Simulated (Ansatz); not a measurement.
Tetraphenylphosphonium pentafluorobenzenesulfonate, `O=S(=O)([O-])c1c(F)c(F)c(F)c(F)c1F.c1ccc([P+](c2ccccc2)(c2ccccc2)c2ccccc2)cc1`. Total charge 0; singlet. Geometry PBE-D4/def2-SVP; atoms count from 1.

```xyz
60

O     2.826    1.824   -3.059
S     1.901    0.838   -2.461
O     2.316   -0.597   -2.514
O     1.375    1.235   -1.095
C     0.386    0.944   -3.514
C     0.053   -0.023   -4.475
F     0.795   -1.115   -4.678
C    -1.128    0.081   -5.230
F    -1.468   -0.893   -6.087
C    -1.972    1.189   -5.071
F    -3.101    1.286   -5.781
C    -1.641    2.181   -4.134
F    -2.448    3.239   -3.974
C    -0.460    2.061   -3.386
F    -0.195    3.042   -2.513
C    -1.827    3.703    2.356
C    -0.974    3.691    1.240
C    -0.336    2.508    0.841
C    -0.573    1.321    1.570
P     0.238   -0.229    1.055
C    -0.453   -0.810   -0.515
C    -1.616   -0.186   -1.012
C    -2.283   -0.743   -2.111
C    -1.785   -1.902   -2.727
C    -0.620   -2.510   -2.237
C     0.042   -1.978   -1.123
C    -0.316   -1.521    2.242
C    -1.599   -2.087    2.073
C    -2.063   -3.054    2.974
C    -1.251   -3.472    4.041
C     0.029   -2.921    4.203
C     0.499   -1.947    3.309
C     2.029   -0.087    1.306
C     2.435    0.625    2.454
C     3.799    0.704    2.773
C     4.749    0.079    1.952
C     4.336   -0.612    0.801
C     2.978   -0.700    0.468
C    -1.427    1.328    2.693
C    -2.049    2.523    3.083
H    -2.322    4.637    2.662
H    -0.799    4.612    0.665
H     0.336    2.482   -0.034
H    -1.996    0.732   -0.545
H    -3.190   -0.256   -2.497
H    -2.294   -2.321   -3.608
H    -0.212   -3.403   -2.732
H     0.937   -2.481   -0.734
H    -2.233   -1.776    1.229
H    -3.064   -3.491    2.835
H    -1.615   -4.238    4.743
H     0.674   -3.254    5.031
H     1.507   -1.528    3.437
H     1.694    1.133    3.089
H     4.117    1.270    3.662
H     5.819    0.149    2.198
H     5.080   -1.066    0.130
H     2.684   -1.151   -0.492
H    -1.607    0.406    3.264
H    -2.713    2.528    3.961
```

Single mean-field runs in def2-SVP are fitted with def2-universal-jkfit. In the singlet geometry the species has come apart into loosely held pieces.

Question: Estimate the Mulliken populations of the heavy atoms from the PBE0/def2-SVP orbitals of Ansatz.

Answer: 
```tsv
atom	charge (e)
O1	-0.49
S2	1.08
O3	-0.53
O4	-0.58
C5	-0.28
C6	0.25
F7	-0.17
C8	0.14
F9	-0.19
C10	0.17
F11	-0.19
C12	0.15
F13	-0.19
C14	0.26
F15	-0.18
C16	0.00
C17	-0.02
C18	0.02
C19	-0.26
P20	0.66
C21	-0.17
C22	0.00
C23	-0.05
C24	-0.01
C25	-0.01
C26	0.05
C27	-0.22
C28	0.01
C29	-0.02
C30	-0.01
C31	-0.02
C32	0.00
C33	-0.12
C34	-0.03
C35	-0.02
C36	-0.01
C37	-0.02
C38	0.00
C39	0.01
C40	-0.02
```
Mulliken values depend strongly on the basis.

Question: And the Mayer bond orders between heavy atoms (over 0.3, the first 40 of 43)?

Answer: O1–S2 1.69 (1.48 Å); S2–O3 1.55 (1.50 Å); S2–O4 1.40 (1.52 Å); S2–C5 0.75 (1.85 Å); C5–C6 1.42 (1.40 Å); C5–C14 1.35 (1.41 Å); C6–F7 1.11 (1.34 Å); C6–C8 1.29 (1.41 Å); C8–F9 1.10 (1.34 Å); C8–C10 1.28 (1.40 Å); C10–F11 1.11 (1.34 Å); C10–C12 1.26 (1.40 Å); C12–F13 1.11 (1.34 Å); C12–C14 1.31 (1.40 Å); C14–F15 1.10 (1.34 Å); C16–C17 1.38 (1.40 Å); C16–C40 1.39 (1.40 Å); C17–C18 1.41 (1.40 Å); C18–C19 1.36 (1.41 Å); C19–P20 1.01 (1.82 Å); C19–C39 1.36 (1.41 Å); P20–C21 1.00 (1.81 Å); P20–C27 0.95 (1.84 Å); P20–C33 1.00 (1.81 Å); C21–C22 1.36 (1.41 Å); C21–C26 1.35 (1.41 Å); C22–C23 1.41 (1.40 Å); C23–C24 1.38 (1.40 Å); C24–C25 1.39 (1.40 Å); C25–C26 1.41 (1.40 Å); C27–C28 1.35 (1.41 Å); C27–C32 1.39 (1.41 Å); C28–C29 1.42 (1.40 Å); C29–C30 1.38 (1.40 Å); C30–C31 1.40 (1.40 Å); C31–C32 1.41 (1.40 Å); C33–C34 1.34 (1.41 Å); C33–C38 1.37 (1.41 Å); C34–C35 1.40 (1.40 Å); C35–C36 1.39 (1.40 Å).
